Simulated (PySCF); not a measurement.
**Working with the constants of MgTl⁺**

RHF-CCSD(T) constants of MgTl⁺, ¹Σ⁺ (singlet), closed shell (basis Mg def2-SVP, Tl def2-SVP with ECP60; scalar-relativistic core potentials; PySCF 2.14; masses 23.9850 and 204.9744 u):

- ωe: 114.0 cm⁻¹
- ωexe: 0.656 cm⁻¹
- Be: 0.067627 cm⁻¹
- αe: 0.000537 cm⁻¹
- D (centrifugal): 9.51e-08 cm⁻¹

Give the vibrational terms G(v) and spacings up to v = 6.

G(v) = ωe(v+½) − ωexe(v+½)².

| v | G(v) (cm⁻¹) | G(v) − G(v−1) | Bv (cm⁻¹) |
| --- | --- | --- | --- |
| 0 | 56.8 |  | 0.06736 |
| 1 | 169.5 | 112.7 | 0.06682 |
| 2 | 280.9 | 111.4 | 0.06628 |
| 3 | 391.0 | 110.1 | 0.06575 |
| 4 | 499.7 | 108.8 | 0.06521 |
| 5 | 607.2 | 107.4 | 0.06467 |
| 6 | 713.3 | 106.1 | 0.06414 |

Correlated steps freeze 5 core orbitals. Spin–orbit coupling is left out.
